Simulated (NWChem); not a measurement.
# C2HF2O2, doublet; SMILES O=C(O)[C](F)F

```xyz
7

O      1.1808    -1.3582     0.0236
C      0.1231    -0.7720     0.0499
O     -1.0819    -1.3588     0.1101
C      0.0179     0.6661     0.0500
F      1.0677     1.4163    -0.0828
F     -1.1104     1.3102    -0.0167
H     -0.9173    -2.3133     0.1301
```
Atoms are numbered in this order, from 1.

Level: PBE0/def2-SVP, spin-unrestricted (NWChem), optimised geometry, unscaled harmonic frequencies. 

Problem. List the harmonic frequencies with IR intensities, and the thermochemistry.

Solution. 
```
frequency (cm⁻¹)  IR intensity (km/mol)
----------------  ---------------------
73                                  3.6
128                                 0.5
227                                 1.9
418                                 3.2
513                                76.4
536                                 7.3
610                                26.2
688                                65.6
809                                55.9
1168                              352.7
1312                              115.3
1453                              245.8
1592                               60.3
1823                              230.9
3829                              131.5
```

```yaml
zero_point_energy: 21.7 kcal/mol
thermal correction to the enthalpy at 298.15 K (with zero-point energy): 26.0 kcal/mol
heat capacity Cv: 18.5 cal/(mol K)
"entropy at 298.15 K and 1 atm (symmetry number 1, electronic part: spin degeneracy alone)": 79.4 cal/(mol K)
dipole_moment: 1.53 D
```

Rigid rotor and harmonic oscillator; modes under 100 cm⁻¹ make the entropy uncertain.
